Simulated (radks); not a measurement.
Question: The indium ion In33+, configuration [Ne] 3s2 3p4. Method: non-relativistic Kohn-Sham, LDA (Slater exchange, Perdew-Wang correlation), spin-unpolarised, spherical densities, point nucleus; relativity is left out, which matters for an element this heavy; computed with a radial shooting solver on a logarithmic mesh with Libxc functionals. Some entries of the table are withheld. Estimate them.

orbital,occ.,eigenvalue (eV),<r> (bohr),<1/r> (bohr^-1)
1s,2,-28547.34,0.03108,48.44
2s,2,-5637.832,0.1327,11.19
2p,6,-5399.618,0.1131,11.17
3s,2,-2153.912,0.3234,(1)
3p,4,-2066.936,(2),4.483
3d,0,-1930.669,0.2703,4.367
4s,0,-1120.018,0.6077,2.406

Answer: 
(1) 3s <1/r> (bohr^-1): 4.530
(2) 3p <r> (bohr): 0.3089
